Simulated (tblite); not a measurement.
Species: CH6GeN2O.
Numbering: `[NH2:1][GeH2:2][NH:3][CH:4]=[O:5]` (hydrogens: H6, H7 on N1; H8, H9 on Ge2; H10 on N3; H11 on C4)

Geometry (GFN2-xTB, Å), atoms numbered from 1 in this order:
```
atom  x, y, z in Å
N1    -1.6265    0.6963    0.6336
Ge2   -0.6943   -0.7686    0.1437
N3     1.0455   -0.4807    0.7529
C4     1.6540    0.5004    0.0868
O5     1.0874    1.0862   -0.8114
H6    -1.2880    1.5562    0.2217
H7    -2.6299    0.6598    0.5227
H8    -1.1779   -1.9103    0.9908
H9    -0.5778   -1.1384   -1.3069
H10    1.5269   -0.9415    1.5077
H11    2.6861    0.7434    0.3919
```

Method: GFN2-xTB as coded in tblite; computed harmonic values from a numerical Hessian at the method's own geometry, unscaled. The method is semi-empirical: single wavenumbers can be off by several per cent or more. Modes of hydrogen on germanium can be 10 to 20 % off. One conformer, not necessarily the lowest.

Harmonic wavenumbers (cm⁻¹): 109.5, 148.7, 165.4, 214.1, 297.5, 470.7, 498.8, 531.8, 561.9, 606.7, 674.7, 688.5, 761.9, 787.3, 822.7, 937.8, 1130.3, 1313.5, 1371.1, 1471.9, 1712.2, 1954.8, 2005.3, 2798.3, 3414.2, 3446.1, 3455.9.

A = 5917, B = 2545, C = 2117 MHz; mass 135.969 u (most abundant isotopes); point group C1, symmetry number 1.

What is the zero-point energy?

Half the sum of the wavenumbers: 16176 cm⁻¹ = 46.25 kcal/mol.

Entropy at 200 K, 1 bar (ideal gas, RRHO, classical rotation)?

Translation 38.68, rotation 25.52, vibration 9.77: S = 74.0 cal/(mol K).

And Cp and H(200 K) − H(0)?

Cp = 21.31 cal/(mol K), of which vibrations give 13.36 (their classical limit is 27 R = 53.7); H(200 K) − H(0) = 2.79 kcal/mol without the zero-point energy, 1.20 from vibrations.

How do the functions run with temperature in this model?

```tsv
T (K)	S (cal/(mol K))	Cp (cal/(mol K))	H − H(0) (kcal/mol)	G − H(0) (kcal/mol)	ln q(vib)
100	62.0	14.0	1.03	-5.18	0.52
300	83.9	28.0	5.27	-19.91	3.47
500	100.6	37.4	11.88	-38.43	6.70
800	120.1	45.5	24.42	-71.67	11.23
1000	130.6	48.9	33.88	-96.77	13.95
```

q(vib) and H(0) count from the zero-point level.

What must be added to the electronic energy to get the Gibbs energy at 200 K and 1 bar?

ZPE + [H(200 K) − H(0)] − T·S = 46.25 + 2.79 − 14.79 = 34.25 kcal/mol.

Which modes carry the vibrational entropy at 200 K?

109.5 cm⁻¹: 2.51; 148.7 cm⁻¹: 1.95; 165.4 cm⁻¹: 1.75; 214.1 cm⁻¹: 1.31; 297.5 cm⁻¹: 0.82; 470.7 cm⁻¹: 0.30 cal/(mol K); the other 21 give 1.13 together.

Blend soft modes into free rotors: weight 1/[1 + (100 cm⁻¹/ν̃)⁴] for the oscillator and the rest for a rotor with moment μB/(μ + B), μ = h/(8π²ν), B = 10⁻⁴⁴ kg m². What vibrational entropy results?

9.79 cal/(mol K) in place of 9.77, which changes −T·S at 200 K by 0.00 kcal/mol.

Hindered rotation and anharmonicity are outside this model. Other conformers, if any are populated, would add a mixing term that is left out. The structure is chiral; the term R ln 2 for an equal mix with its mirror image is left out.

Time: 0.33 s wall. Hardware: an Arm Neoverse N1 with one thread, shared host. The figure is for the frequency step alone.
